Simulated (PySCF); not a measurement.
CH5InOS2, SMILES C[O][In]([SH])[SH].

The structure is a stationary point at B3LYP-D3(BJ)/def2-SVP. The structure was generated by enumeration; whether it is a known compound was not checked. The def2 effective core potentials stand for the cores of In; spin–orbit coupling is left out. The values are those of a single conformer.

Two levels are set side by side: TDDFT-PBE/def2-SVPD (PySCF) and TDDFT-LC-ωPBE/def2-SVPD (PySCF). Vertical, same geometry. The lowest singlet is HOMO→LUMO 100 % with PBE and HOMO→LUMO 75 %, HOMO−1→LUMO 11 % with the other functional; states are paired by order. Differences are taken from unrounded values.

```json
[
 {"quantity": "lowest singlet excitation (eV)", "TDDFT-LC-ωPBE": "4.97", "TDDFT-PBE": "3.34", "TDDFT-PBE minus TDDFT-LC-ωPBE": "-1.63"},
 {"quantity": "lowest triplet excitation (TDA) (eV)", "TDDFT-LC-ωPBE": "4.55", "TDDFT-PBE": "3.11", "TDDFT-PBE minus TDDFT-LC-ωPBE": "-1.45"},
 {"quantity": "first bright state (f over 0.05) (eV)", "TDDFT-LC-ωPBE": "5.82", "TDDFT-PBE": "4.89", "TDDFT-PBE minus TDDFT-LC-ωPBE": "-0.93"},
 {"quantity": "its oscillator strength", "TDDFT-LC-ωPBE": "0.09", "TDDFT-PBE": "0.08", "TDDFT-PBE minus TDDFT-LC-ωPBE": "-0.01"}
]
```

Functionals without exact exchange tend to place singlet excitations lower, as here. Differences between two approximate levels are no errors against the true value.

Rough cost on one machine, each run with all the roots and properties that it gave: TDDFT-LC-ωPBE against TDDFT-PBE about 5 times.
